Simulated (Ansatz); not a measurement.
Ideal-gas functions of `IB1BC1` at 298.15 K and 1 bar, from an Ansatz frequency run at PBE0-D4/def2-TZVP.

Molar mass 163.56 g/mol, point group Cs (symmetry number 1), electronic degeneracy 1, moments of inertia 20.248, 277.118, 297.366 u Å². Harmonic wavenumbers (cm⁻¹, unscaled): 173, 209, 373, 442, 620, 729, 801, 880, 920, 1103, 1408, 1663, 2697, 2725, 3179.

Use S(trans) = R[1.5 ln M + 2.5 ln T − 1.1517]; rotational temperatures θ = 24.2544 K / I; S(rot) = R[ln(√π/σ · √(T³/θAθBθC)) + 1.5]; for each mode x = 1.438777 ν̃/T, S = R[x/(eˣ − 1) − ln(1 − e⁻ˣ)] and H = RT x/(eˣ − 1); 1 cm⁻¹ = 0.0119627 kJ/mol; R = 8.31446 J/(mol·K).

**Question.** By hand: the entropy, in J/(mol·K).

**Answer.** Translation 172.4. Rotation: θ = 1.1979, 0.0875, 0.0816 K, giving 108.1. Vibration, mode by mode: 10.05, 8.59, 4.47, 3.43, 1.74, 1.14, 0.86, 0.63, 0.54, 0.26, 0.07, 0.02, 0.00, 0.00, 0.00, in all 31.8. Electronic 0.0. Sum 312.3 J/(mol·K).

**Question.** By hand: H − E and G − E in kJ/mol, counted from the electronic energy.

**Answer.** Zero-point energy ½ × 17922 × 0.0119627 = 107.2; thermal vibration 5.9; translation, rotation and pV give 4 RT = 9.9. H − E = 123.0 kJ/mol, and G − E = 123.0 − 298.15 × 312.3/1000 = 29.9 kJ/mol.

Vibration gives 10 % of the entropy.
